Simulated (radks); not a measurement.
Valence configurations of Zn+ (all share [Ar]). Calculated with a radial shooting solver on a logarithmic mesh with Libxc functionals: scalar-relativistic Kohn-Sham, PBE, spin-polarised, spherical densities, finite nucleus; open shells are filled with parallel spins first; Fermi nuclear charge, rms radius 3.9283 fm. Energies are relative to 3d10 4s1; eigenvalues in eV for spin up.

valence	E (eV)	moment (Bohr magnetons)	e(3d)	e(4p)	e(4s)
3d10 4s1	0.000	1	-19.824	-	-14.521
3d9.5 4s1 4p0.5	6.295	2	-24.080	-9.417	-16.186
3d10 4s0.5 4p0.5	3.165	1	-20.700	-8.671	-15.039
3d9 4s2	8.021	1	-26.856	-	-15.992
3d9.5 4p1.5	13.125	2	-25.728	-10.229	-
3d7 4s2 4p2	53.291	5	-46.856	-13.625	-22.378
3d10 4p1	6.365	1	-21.549	-9.105	-
3d9 4s1 4p1	13.871	3	-28.522	-10.539	-17.772
3d9 4s0.5 4p1.5	17.501	3	-29.321	-10.922	-18.211
3d9 4p2	21.158	3	-30.101	-11.292	-

NIST lists [Ar] 3d10 4s1 as the ground configuration; this level of theory agrees among the configurations tried. The energies are those of spherical high-spin densities, not of single terms.
